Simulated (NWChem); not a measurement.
Molecule: tert-butyl chloride (C₄H₉Cl); SMILES CC(C)(Cl)C

```xyz
14

C     -0.3057     1.4208    -0.8025
C      0.0000     0.0000    -0.3564
C      1.3833    -0.4456    -0.8025
C     -1.0776    -0.9751    -0.8025
Cl     0.0000     0.0000     1.4747
H     -0.3172     1.4709    -1.9037
H     -1.2873     1.7471    -0.4301
H      0.4556     2.1217    -0.4312
H      2.1567     0.2413    -0.4301
H      1.6096    -1.4554    -0.4312
H      1.4324    -0.4608    -1.9037
H     -1.1152    -1.0101    -1.9037
H     -2.0652    -0.6663    -0.4312
H     -0.8694    -1.9884    -0.4301
```
Atoms are numbered in this order, from 1.

Results from NWChem. Structure relaxed at the PBE0/def2-SVP level. Level: PBE/def2-SVP with COSMO at NWChem's default radii, gas-phase geometry; the question gives the dielectric constant.

Problem. What does the run give for dielectric constant 2.0? Quantities: electrostatic solvation energy (kcal/mol); dipole in solution (D).

Solution. 
```
Quantity                                   Result
-----------------------------------------  ------
electrostatic solvation energy (kcal/mol)    -1.1
dipole in solution (D)                       2.24
```
